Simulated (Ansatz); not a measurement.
Species: CH2Cl3Si, charge -1, multiplicity 1. It need not be the lowest isomer of its formula. Whether it binds its extra electron was not tested at this geometry. 
Structure (B3LYP-D3(BJ)/def2-TZVP (Ansatz, a first-principles code) minimum search):
SMILES: [CH2-][Si](Cl)(Cl)Cl
```xyz
7

C     -2.1750    -0.2996     0.0744
Si    -0.4748    -0.0479     0.0122
Cl     0.4916    -1.2249    -1.4568
Cl     0.4886     1.8544    -0.4277
Cl     0.5000    -0.4660     1.8431
H     -2.7300     0.0505     0.9385
H     -2.7345    -0.3615    -0.8531
```
Charge -1, spin multiplicity 1.

Parts of the frozen-core correlation energy in aug-cc-pV(D+d)Z (Ansatz, hartree). Frozen orbitals: 21; correlated occupied orbitals by spin: 16 and 16; virtual: 132 and 132. Spin-orbit coupling is left out. No relativistic terms.

| term | value |
|---|---|
| reference (HF) | -1706.65788 |
| MP2 opposite-spin | ___ |
| MP2 same-spin | ___ |
| CCSD correlation | ___ |
| (T) | -0.02734 |
| T1 diagnostic | 0.011 |
| largest doubles amplitude | 0.033 |

### Question
Fill in the missing entries.

### Answer

- MP2 opposite-spin, value: -0.51936
- MP2 same-spin, value: -0.19181
- CCSD correlation, value: -0.76076
